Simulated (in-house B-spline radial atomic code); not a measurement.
Kr is squeezed into an impenetrable sphere of radius R (the orbitals vanish at R). Computed with an all-electron radial atomic-structure program (B-spline basis): scalar-relativistic (X2C) Hartree-Fock, spin-polarised, averaged over the determinants with the given up and down occupations, Fermi nucleus of rms radius 4.1884 fm.

Energies in eV above the free atom in [Ar] 3d10 4s2 4p6:

| R (bohr) | highest level (eV) | [Ar] 3d10 4s2 4p6 | [Ar] 3d10 4s1 4p6 4f1 | [Ne] 3s2 3p5 3d10 4s2 4p6 4d1 |
| --- | --- | --- | --- | --- |
| 9.36 | -14.2 | 0.0003935 | 33.88 | 219.1 |
| 5.96 | -14 | 0.1754 | 41.78 | 221.2 |
| 5.28 | -13.7 | 0.5808 | 45.52 | 222.4 |
| 4.18 | -11.9 | 4.072 | 57.28 | 227.7 |
| 3.57 | -8.85 | 12.31 | 72.8 | 237.5 |
| 3.12 | -4.1 | 28.49 | 96.59 | 255.7 |
| 2.48 | 12 | 99.68 | 183.8 | 334.6 |
| 2.1 | 34.8 | 222 | 318.8 | 469.9 |
| 1.75 | 79.9 | 498.1 | 605.5 | 774.4 |
| 1.36 | 210 | 1409 | 1504 | 1767 |

Question: Does [Ar] 3d10 4s1 4p6 4f1 fall below [Ar] 3d10 4s2 4p6 under compression?

Answer: No, it stays above over the whole range.

Question: Does [Ne] 3s2 3p5 3d10 4s2 4p6 4d1 fall below [Ar] 3d10 4s2 4p6 under compression?

Answer: No, it stays above over the whole range.

The highest level is first positive in the row R = 2.48 bohr, pushed up by confinement above the zero of the free ion's potential. Each configuration is held fixed and needn't be the lowest in the sphere.
